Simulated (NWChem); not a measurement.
Everything below was run with NWChem. System: H2Al2F4, charge 0, spin multiplicity 1, displaced from the optimised geometry. The structure started from a generated list of species. Level: BP86/def2-SVP.

Output (cleaned and shortened):

```
             Northwest Computational Chemistry Package (NWChem) 7.3.0
             --------------------------------------------------------

                                NWChem Input Module
                                -------------------

 Scaling coordinates for geometry "geometry" by  1.889725989
 (inverse scale =  0.529177249)

 Turning off AUTOSYM since
 SYMMETRY directive was detected!

                             Geometry "geometry" -> ""
                             -------------------------

 Output coordinates in angstroms (scale by  1.889725989 to convert to a.u.)

  No.       Tag          Charge          X              Y              Z
 ---- ---------------- ---------- -------------- -------------- --------------
    1 Al                  13.0000     0.00000000     0.00000000     1.29884800
    2 Al                  13.0000     0.00000000     0.00000000    -1.29884800
    3 H                    1.0000     0.00000000    -1.21771200     0.00000000
    4 F                    9.0000     1.49736100     0.00000000     2.10193800
    5 F                    9.0000    -1.49736100     0.00000000     2.10193800
    6 H                    1.0000     0.00000000     1.21771200     0.00000000
    7 F                    9.0000     1.49736100     0.00000000    -2.10193800
    8 F                    9.0000    -1.49736100     0.00000000    -2.10193800

 Effective nuclear repulsion energy (a.u.)     341.4813790138

            Nuclear Dipole moment (a.u.)
            ----------------------------
        X                 Y               Z
 ---------------- ---------------- ----------------
     0.0000000000     0.0000000000     0.0000000000

      Symmetry information
      --------------------

 Group name             D2h
 Group number             26
 Group order               8
 No. of unique centers     3

      Symmetry unique atoms

     1    3    4


 Summary of "ao basis" -> "" (spherical)
 ------------------------------------------------------------------------------
       Tag                 Description            Shells   Functions and Types
 ---------------- ------------------------------  ------  ---------------------
 *                          def2-svp                  on all atoms

  perdew86 is a nonlocal functional; adding perdew81 local functional.

                                 NWChem DFT Module
                                 -----------------

 Summary of "ao basis" -> "ao basis" (spherical)
[...]
     2   2 0 0    -40.941865   -164.590587   -164.590587    288.239308
     2   1 1 0     -0.000000     -0.000000     -0.000000      0.000000
     2   1 0 1      0.000000      0.000000      0.000000      0.000000
     2   0 2 0    -29.630984    -20.110747    -20.110747     10.590509
     2   0 1 1      0.000000      0.000000      0.000000      0.000000
     2   0 0 2    -39.683702   -382.153680   -382.153680    724.623658

            General Information
            -------------------
          SCF calculation type: DFT
          Wavefunction type:  closed shell.
          No. of atoms     :     8
          No. of electrons :    64
           Alpha electrons :    32
            Beta electrons :    32
          Charge           :     0
          Spin multiplicity:     1
          Use of symmetry is: on ; symmetry adaption is: on
          Maximum number of iterations: 100
          AO basis - number of functions:   102
                     number of shells:    46
          Convergence on energy requested:  1.00D-06
          Convergence on density requested:  1.00D-05
          Convergence on gradient requested:  5.00D-04

              XC Information
              --------------
                    Becke 1988 Exchange Functional  1.000
                Perdew 1981 Correlation Functional  1.000 local
                Perdew 1986 Correlation Functional  1.000 non-local

             Grid Information
             ----------------
          Grid used for XC integration:  medium
          Radial quadrature: Mura-Knowles
          Angular quadrature: Lebedev.
          Tag              B.-S. Rad. Rad. Pts. Rad. Cut. Ang. Pts.
          ---              ---------- --------- --------- ---------
          Al                  1.25       88          11.0       590
          H                   0.35       45           8.0       434
          F                   0.50       49          11.0       434
          Grid pruning is: on
          Number of quadrature shells:   182
          Spatial weights used:  Erf1

          Convergence Information
          -----------------------
          Convergence aids based upon iterative change in
          total energy or number of iterations.
          Levelshifting, if invoked, occurs when the
          HOMO/LUMO gap drops below (HL_TOL):  1.00D-02
          DIIS, if invoked, will attempt to extrapolate
          using up to (NFOCK): 10 stored Fock matrices.

                    Damping(70%)  Levelshifting(0.5)       DIIS
                  --------------- ------------------- ---------------
          dE  on:    start            ASAP                start
          dE off:   30 iters        100 iters           100 iters

      Screening Tolerance Information
      -------------------------------
          Density screening/tol_rho:  1.00D-10
          AO Gaussian exp screening on grid/accAOfunc:  14
          CD Gaussian exp screening on grid/accCDfunc:  20
          XC Gaussian exp screening on grid/accXCfunc:  20
          Schwarz screening/accCoul:  1.00D-08

                            NWChem DFT Gradient Module
                            --------------------------

  charge          =   0.00
  wavefunction    = closed shell

  Using symmetry

                         DFT ENERGY GRADIENTS

    atom               coordinates                        gradient
                 x          y          z           x          y          z
   1 Al      0.000000   0.000000   2.454467    0.000000   0.000000  -0.008105
   2 Al      0.000000   0.000000  -2.454467    0.000000   0.000000   0.008105
   3 H       0.000000  -2.301142   0.000000    0.000000  -0.005895   0.000000
   4 F       2.829602   0.000000   3.972087    0.016378   0.000000   0.008554
   5 F      -2.829602   0.000000   3.972087   -0.016378   0.000000   0.008554
   6 H       0.000000   2.301142   0.000000    0.000000   0.005895  -0.000000
   7 F       2.829602   0.000000  -3.972087    0.016378   0.000000  -0.008554
   8 F      -2.829602   0.000000  -3.972087   -0.016378   0.000000  -0.008554

                 ----------------------------------------
                 |  Time  |  1-e(secs)   |  2-e(secs)   |
                 ----------------------------------------
                 |  CPU   |       0.00   |       0.49   |
                 ----------------------------------------
                 |  WALL  |       0.00   |       0.49   |
                 ----------------------------------------

 Task  times  cpu:        3.0s     wall:        3.0s

 Total times  cpu:        3.0s     wall:        3.0s
```

Question: Write an NWChem input that would produce this output.

Answer: One answer among several that fit: 
```
start mol
memory heap 200 mb stack 900 mb global 1100 mb
geometry units angstroms nocenter noautoz
  Al     0.000000     0.000000     1.298848
  Al     0.000000     0.000000    -1.298848
  H      0.000000    -1.217712     0.000000
  F      1.497361     0.000000     2.101938
  F     -1.497361     0.000000     2.101938
  H      0.000000     1.217712     0.000000
  F      1.497361     0.000000    -2.101938
  F     -1.497361     0.000000    -2.101938
  symmetry group D2h
end
basis spherical
  * library def2-svp
end
dft
  xc becke88 perdew86
  semidirect memsize 60000000 filesize 0
  iterations 100
  convergence damp 70 ncydp 30
end
task dft gradient
```
